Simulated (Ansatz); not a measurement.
Ansatz (an electronic-structure program) input (RI-MP2/aug-cc-pV(T+d)Z):
A basis named .json is the Basis Set Exchange file of that set.

Ansatz 0.2 input:
```yaml
crystal:
  periodic: [false, false, false]
  atoms:
    - {symbol: F, position_ang: [0.62904051, -0.45823762, -1.37318079]}
    - {symbol: S, position_ang: [0.00000000, -0.00000000, -0.00000000]}
    - {symbol: F, position_ang: [1.27442995, -0.53483926, 0.76228239]}
    - {symbol: F, position_ang: [-0.68661161, -1.41253829, 0.15684144]}
    - {symbol: F, position_ang: [-1.27442995, 0.53483926, -0.76228239]}
    - {symbol: F, position_ang: [0.68661161, 1.41253829, -0.15684144]}
    - {symbol: F, position_ang: [-0.62904051, 0.45823762, 1.37318079]}
basis:
  gaussian:
    orbitals: aug-cc-pV_T+d_Z.json
    fitting: {mean_field: def2-universal-jkfit, correlation: aug-cc-pVTZ-RIFIT.json}
total_charge: 1
magnetization: {spin_polarized: true, initial_magnetization: 1}
correlation: {method: mp2, electrons: outside_noble_gas}
```

Output:

```
Functional definition: HF
integrals: 0.66 GiB planned
590 factors; integrals over basis functions are off by at most 1.2e0 eV
mean field: 1.51 GiB planned
mean field evaluation 1: about -27032.0812 eV, gradient 5.1e1 eV
mean field evaluation 2: about -27036.2946 eV, gradient 3.8e1 eV
mean field evaluation 4: about -27040.0179 eV, gradient 1.1e0 eV
mean field evaluation 8: about -27040.0261 eV, gradient 4.1e-2 eV
mean field evaluation 16: about -27040.0261 eV, gradient 1.4e-3 eV
mean field evaluation 32: about -27039.4056 eV, gradient 2.9e0 eV
mean field evaluation 64: about -27041.5785 eV, gradient 1.4e0 eV
mean field -27041.58348874 eV, -993.7598637675 hartree, gradient 3.1e-6 eV, S^2 0.758456; 9 other end points of the search recorded, 0 dependent functions left out
11 core orbitals not correlated
783 factors; their error is unknown
reference -27041.58348874 eV, -993.7598637675 hartree; 24, 23 occupied and 296, 297 virtual orbitals, 783 factors
second order -47.06451081 eV of doubles, -0.00000000 eV of singles
Total energy: -27088.64799955 eV, -995.4894526384 hartree
```

This state (charge 1, doublet) is run at the relaxed geometry of the species with charge 0 and multiplicity 1.
